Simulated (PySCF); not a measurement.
**Electron correlation in N (nitrogen, neutral)**

[He] 2s2 2p3, high-spin 4S determinant. Computed with PySCF 2.14 in aug-cc-pCVTZ-DK with one added diffuse shell each of s, p, d, f type (8s7p5d3f, 75 functions), with the spin-free X2C one-electron Hamiltonian (Gaussian nucleus). Frozen: nothing; 7 electrons correlated.

MP2 pair energies summed by pair of shells (mhartree):

```
 pair  energy  share (%)
2s-2p  -64.51       43.3
1s-1s  -36.04       24.2
2p-2p  -23.71       15.9
2s-2s  -11.39        7.6
1s-2p   -8.13        5.5
1s-2s   -5.13        3.4
```

Total MP2 correlation energy: -148.90 mhartree.

Same-spin part -35.12 and opposite-spin part -113.78 mhartree; SCS-MP2 scales them by 1/3 and 6/5 to -148.25 mhartree.
